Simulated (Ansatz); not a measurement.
Total energies of the cluster Mg₂Br₂⁺ (the lowest doublet isomer of a short search) from Ansatz at r2SCAN-D4/def2-TZVP, gas phase (1 Eh = 27.2114 eV = 2625.5 kJ/mol). The reference geometry is relaxed at r2SCAN-D4/def2-SVP.

```xyz
4

Mg   -1.0412   -1.1996    0.6455
Mg    1.0447    1.2004   -0.6409
Br   -1.1573    1.3331    0.6116
Br    1.1539   -1.3339   -0.6162
```

```
           state                       geometry  energy (Eh)
charge 1 doublet                      reference  -5548.30278
charge 0 triplet                      reference  -5548.53205
charge 1 quartet  relaxed at r2SCAN-D4/def2-SVP  -5548.18876
```

Q: Work out the vertical electron affinity, to the triplet.

A: E(charge 1 doublet) − E(charge 0 triplet) = -5548.30278 − (-5548.53205) = 0.22927 Eh = 6.24 eV.

Q: Which of the charge 1 states is lowest, and how far above it are the others?

A: The doublet. quartet: -5548.18876 − (-5548.30278) = 0.11402 Eh = 299.4 kJ/mol.

The structure comes from a short search, and lower isomers may exist.
